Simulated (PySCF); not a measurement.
Coordinates in bohr (charge 1 multiplicity 3):
```
As    1.6865   -2.2889    0.0000
As   -2.8272    0.3002    0.0000
As    1.1407    1.9886    0.0000
```

All numbers come from PySCF, UPBE0, basis As def2-TZVP (no relativity, density fitting).

This geometry of As₃⁺ is a stationary point at this level.

**Question.** What is the point group?

**Answer.** C2v.

**Question.** Is it a minimum?

**Answer.** Yes: all harmonic wavenumbers are real.

**Question.** List the harmonic modes with their infrared intensities.

**Answer.** 
```csv
symmetry,ω (cm⁻¹),IR (km/mol)
b2,144,0.0
a1,160,1.2
a1,346,0.4
```

**Question.** What are the dipole moment and the gap between the highest occupied and lowest empty levels of either spin?

**Answer.** 0.01 D about the centre of mass and 1.32 eV.

**Question.** Give the ideal-gas entropy at 298.15 K and 1 bar by parts.

**Answer.** translation 176.4, rotation 112.9, vibration 27.2, spin 9.1; total 325.6 J/(mol K).

In C2v the vibrations span b2 + 2a1. Here b1 is antisymmetric to the molecular plane and b2 lies in it.

Other isomers or separated fragments may lie lower. At this level a singlet minimum of D3h symmetry lies 150 kJ/mol below this structure.
